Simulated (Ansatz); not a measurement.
`[F][GaH][Br]` + H–F → `[F][GaH][F]` + HBr at 400 K and 1 bar (ligand exchange at a Ga–Br bond).

Program: Ansatz. Geometries: PBE0-D4/def2-TZVP. ΔE: electronic, gas phase. CCSD(T)/CBS adds triple-zeta CCSD(T) − MP2 to the extrapolated MP2 energy (def2 sets, frozen cores). This one scheme is used for every species. For Br, Ga outer-core shells are correlated without core-valence functions, which leaves a few kJ/mol of doubt a bond. Scalar relativity is left out up to krypton.

```tsv
species	CCSD(T)/CBS energy (Eh)	H − E (kJ/mol)	S (J/(mol·K))
`[F][GaH][Br]`	-4597.74300	46.2	325.2
H–F	-100.39570	36.5	182.2
`[F][GaH][F]`	-2124.20216	47.7	295.6
HBr	-2573.91920	27.6	207.2
```

H − E and S are ideal-gas, rigid-rotor, harmonic terms from PBE0-D4/def2-TZVP. 1 Eh = 2625.50 kJ/mol, R = 8.31446 J/(mol·K).

Question: By hand: ΔE, ΔH, ΔS and ΔG.

Answer: ΔE = (-2124.20216) + (-2573.91920) − (-4597.74300) − (-100.39570) = 0.01734 Eh = 45.5 kJ/mol. Δ(H − E) = 47.7 + 27.6 − 46.2 − 36.5 = -7.4, so ΔH = 38.1 kJ/mol. ΔS = 295.6 + 207.2 − 325.2 − 182.2 = -4.6 J/(mol·K). ΔG = 38.1 − 400 × (-4.6)/1000 = 39.9 kJ/mol.

Question: By hand: the equilibrium constant, and the temperature at which ΔG would vanish if ΔH and ΔS stayed fixed.

Answer: log₁₀ K = −ΔG/(RT ln 10) = -5.2. ΔH and −TΔS have one sign here, so there is no such temperature. One of them is within its doubt of zero, so this could turn.

The number of gas molecules stays the same, so ΔS is small and ΔH decides. A doubt of 5 kJ/mol in ΔE shifts log₁₀ K by 0.7 here. These are equilibria of isolated gas molecules and say nothing of rates. Largest T1 diagnostic: 0.015 (customary marks: 0.02 for closed shells, 0.045 for open ones).
